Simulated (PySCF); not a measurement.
Isomers of C8H12OS, mass 156.061 u with the commonest isotopes. Theory: PBE0/pcSseg-1 in PySCF (dipole) on a GFN2-xTB geometry, gas phase. One conformer each, none proved a minimum here; rigid rotors.

Question: Order these by out-of-plane moment Σ m c² = (Ia + Ib − Ic)/2, largest first.
A. `[CH2:1]=[CH:2][CH2:3][C@@H:4]1[CH:5]=[CH:6][S@:7](=[O:8])[CH2:9][CH2:10]1` with C1–C2–C3–C4 122°, C2–C3–C4–C5 -66°, C3–C4–C5–C6 -117°, C5–C6–S7–O8 135°, C6–S7–C9–C10 -57°, S7–C9–C10–C4 75°
B. `[CH2:1]=[C:2]([CH3:3])[CH2:4][C@H:5]1[CH2:6][S:7][CH2:8][C:9]1=[O:10]` with C1–C2–C4–C5 118°, C2–C4–C5–C6 -169°, C4–C5–C6–S7 77°, C5–C6–S7–C8 31°, C6–S7–C8–C9 -14°, S7–C8–C9–O10 172°
C. `[CH3:1][O:2][C@@:3]12[CH:4]=[CH:5][C@@H:6]([CH2:7][CH2:8]1)[C@@H:9]2[SH:10]` with C1–O2–C3–C4 -68°, C6–C9–S10–H -59°

Answer: B (108.18 u·Å²), C (87.49 u·Å²), A (62.85 u·Å²).

Question: Order these by rotational constant A, largest first.
A. `[CH2:1]=[CH:2][CH2:3][C@@H:4]1[CH:5]=[CH:6][S@:7](=[O:8])[CH2:9][CH2:10]1` with C1–C2–C3–C4 122°, C2–C3–C4–C5 -66°, C3–C4–C5–C6 -117°, C5–C6–S7–O8 135°, C6–S7–C9–C10 -57°, S7–C9–C10–C4 75°
B. `[CH3:1][O:2][C@@:3]12[CH:4]=[CH:5][C@@H:6]([CH2:7][CH2:8]1)[C@@H:9]2[SH:10]` with C1–O2–C3–C4 -68°, C6–C9–S10–H -59°
C. `[CH2:1]=[C:2]([CH3:3])[CH2:4][C@H:5]1[CH2:6][S:7][CH2:8][C:9]1=[O:10]` with C1–C2–C4–C5 118°, C2–C4–C5–C6 -169°, C4–C5–C6–S7 77°, C5–C6–S7–C8 31°, C6–S7–C8–C9 -14°, S7–C8–C9–O10 172°

Answer: A (2465 MHz), C (1976 MHz), B (1479 MHz).

Question: Order these by rotational constant B, largest first.
A. `[CH3:1][O:2][C@@:3]12[CH:4]=[CH:5][C@@H:6]([CH2:7][CH2:8]1)[C@@H:9]2[SH:10]` with C1–O2–C3–C4 -68°, C6–C9–S10–H -59°
B. `[CH2:1]=[C:2]([CH3:3])[CH2:4][C@H:5]1[CH2:6][S:7][CH2:8][C:9]1=[O:10]` with C1–C2–C4–C5 118°, C2–C4–C5–C6 -169°, C4–C5–C6–S7 77°, C5–C6–S7–C8 31°, C6–S7–C8–C9 -14°, S7–C8–C9–O10 172°
C. `[CH2:1]=[CH:2][CH2:3][C@@H:4]1[CH:5]=[CH:6][S@:7](=[O:8])[CH2:9][CH2:10]1` with C1–C2–C3–C4 122°, C2–C3–C4–C5 -66°, C3–C4–C5–C6 -117°, C5–C6–S7–O8 135°, C6–S7–C9–C10 -57°, S7–C9–C10–C4 75°

Answer: A (1227 MHz), B (793.7 MHz), C (639.3 MHz).

```tsv
SMILES	point group	Ia (u·Å²)	Ib (u·Å²)	Ic (u·Å²)	κ	μa (D)	μb (D)	μc (D)
C=C(C)C[C@H]1CSCC1=O	C1	255.74	636.72	676.10	-0.92	0.06	1.38	0.91
CO[C@@]12C=C[C@@H](CC1)[C@@H]2S	C1	341.67	411.83	578.53	0.17	1.90	2.41	0.99
C=CC[C@@H]1C=C[S@](=O)CC1	C1	205.03	790.57	869.90	-0.94	3.69	2.30	1.59
```
